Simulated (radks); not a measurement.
Results of a calculation; reference values are marked as such.
How relativity changes the ionisation of the carbon ion C2+ ([He] 2s2) to C3+ ([He] 2s1). Spin-unpolarised spherical Kohn-Sham, PBE, point nucleus unless stated (finite: rms radius 2.4702 fm), a radial shooting solver on a logarithmic mesh with Libxc functionals. A level marked "c x" has the speed of light scaled by that factor.

| level | E(C2+) (hartree) | E(C3+) (hartree) | IE (eV) | HOMO | <r> HOMO (bohr) |
|---|---|---|---|---|---|
| non-rel. | -36.46109 | -34.69078 | 48.172 | 2s | 1.362 |
| scalar-rel. | -36.47795 | -34.70686 | 48.194 | 2s | 1.361 |
| scalar-rel., finite nucleus | -36.47795 | -34.70685 | 48.194 | 2s | 1.361 |
| Dirac | -36.47795 | -34.70686 | 48.194 | 2s1/2 | 1.361 |
| Dirac, finite nucleus | -36.47795 | -34.70685 | 48.194 | 2s1/2 | 1.361 |
| Dirac, c x 0.85 | -36.48444 | -34.71304 | 48.202 | 2s1/2 | 1.361 |
| Dirac, c x 2 | -36.46530 | -34.69480 | 48.178 | 2s1/2 | 1.362 |
| Dirac, c x 100 | -36.46109 | -34.69078 | 48.172 | 2s1/2 | 1.362 |

NIST Atomic Spectra Database: 47.888 eV (measured). The relativistic part of the total energy of C2+ is -0.01686 hartree (Dirac, finite nucleus), 0.046 % of the non-relativistic value. Spin polarisation and multiplet splitting of open shells are left out at every level.

Beside tabulated values, note that spin-unpolarised runs miss the spin-polarisation part of the exchange energy of open shells.
